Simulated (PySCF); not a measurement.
## Basis and Hamiltonian dependence of the excitation energy of B⁺

B⁺ [He] 2s2 (1S) → B⁺ [He] 2s1 2p1 (3P). Calculated with PySCF 2.14 from differences of total energies of unrestricted determinants, without spin-orbit coupling. Values in eV.

```json
{"basis": "x2c-TZVPPall", "Hamiltonian": "spin-free X2C", "functions": "31", "UHF": "3.143", "r2SCAN": "3.614", "PBE0": "3.937", "MP2 (valence)": "4.028", "CCSD(T) (valence)": "4.633", "CCSD(T) (valence and next inner shell)": "4.615"}
{"basis": "def2-TZVPPD", "Hamiltonian": "non-relativistic", "functions": "37", "UHF": "3.136", "r2SCAN": "3.608", "PBE0": "3.930", "MP2 (valence)": "4.022", "CCSD(T) (valence)": "4.627", "CCSD(T) (valence and next inner shell)": "4.608"}
{"basis": "dyall-av2z", "Hamiltonian": "non-relativistic", "functions": "42", "UHF": "3.133", "r2SCAN": "3.613", "PBE0": "3.930", "MP2 (valence)": "4.021", "CCSD(T) (valence)": "4.661", "CCSD(T) (valence and next inner shell)": "n/a"}
{"basis": "aug-cc-pVTZ-DK", "Hamiltonian": "spin-free X2C", "functions": "46", "UHF": "3.156", "r2SCAN": "3.628", "PBE0": "3.952", "MP2 (valence)": "4.052", "CCSD(T) (valence)": "4.651", "CCSD(T) (valence and next inner shell)": "n/a"}
{"basis": "x2c-QZVPPall", "Hamiltonian": "spin-free X2C", "functions": "57", "UHF": "3.138", "r2SCAN": "3.617", "PBE0": "3.938", "MP2 (valence)": "4.072", "CCSD(T) (valence)": "4.650", "CCSD(T) (valence and next inner shell)": "4.620"}
{"basis": "aug-cc-pCVTZ-DK", "Hamiltonian": "spin-free X2C", "functions": "59", "UHF": "3.153", "r2SCAN": "3.630", "PBE0": "3.955", "MP2 (valence)": "4.066", "CCSD(T) (valence)": "4.658", "CCSD(T) (valence and next inner shell)": "4.650"}
{"basis": "aug-cc-pwCVTZ", "Hamiltonian": "non-relativistic", "functions": "59", "UHF": "3.143", "r2SCAN": "3.621", "PBE0": "3.946", "MP2 (valence)": "4.065", "CCSD(T) (valence)": "4.654", "CCSD(T) (valence and next inner shell)": "4.628"}
{"basis": "aug-cc-pVTZ with one added diffuse shell each of s, p, d, f type", "Hamiltonian": "non-relativistic", "functions": "62", "UHF": "3.149", "r2SCAN": "3.622", "PBE0": "3.946", "MP2 (valence)": "4.046", "CCSD(T) (valence)": "4.645", "CCSD(T) (valence and next inner shell)": "n/a"}
{"basis": "def2-QZVPPD", "Hamiltonian": "non-relativistic", "functions": "63", "UHF": "3.132", "r2SCAN": "3.610", "PBE0": "3.931", "MP2 (valence)": "4.065", "CCSD(T) (valence)": "4.644", "CCSD(T) (valence and next inner shell)": "4.614"}
{"basis": "x2c-QZVPPall with one added diffuse shell each of s, p, d, f type", "Hamiltonian": "spin-free X2C", "functions": "73", "UHF": "3.138", "r2SCAN": "3.617", "PBE0": "3.938", "MP2 (valence)": "4.072", "CCSD(T) (valence)": "4.651", "CCSD(T) (valence and next inner shell)": "4.620"}
{"basis": "aug-cc-pCVTZ-DK with one added diffuse shell each of s, p, d, f type", "Hamiltonian": "spin-free X2C", "functions": "75", "UHF": "3.153", "r2SCAN": "3.630", "PBE0": "3.955", "MP2 (valence)": "4.066", "CCSD(T) (valence)": "4.658", "CCSD(T) (valence and next inner shell)": "4.650"}
{"basis": "aug-cc-pCVQZ-DK", "Hamiltonian": "spin-free X2C", "functions": "109", "UHF": "3.140", "r2SCAN": "3.619", "PBE0": "3.939", "MP2 (valence)": "4.089", "CCSD(T) (valence)": "n/a", "CCSD(T) (valence and next inner shell)": "n/a"}
{"basis": "aug-cc-pwCVQZ", "Hamiltonian": "non-relativistic", "functions": "109", "UHF": "3.133", "r2SCAN": "3.610", "PBE0": "3.932", "MP2 (valence)": "4.084", "CCSD(T) (valence)": "n/a", "CCSD(T) (valence and next inner shell)": "n/a"}
{"basis": "aug-cc-pV5Z", "Hamiltonian": "non-relativistic", "functions": "127", "UHF": "3.130", "r2SCAN": "3.605", "PBE0": "3.930", "MP2 (valence)": "4.089", "CCSD(T) (valence)": "n/a", "CCSD(T) (valence and next inner shell)": "n/a"}
```

Frozen in the all-electron rows: valence: 1s2; valence and next inner shell: nothing.

Reference for a calculation without spin-orbit coupling: 4.631 eV (measured, between term centres; NIST).
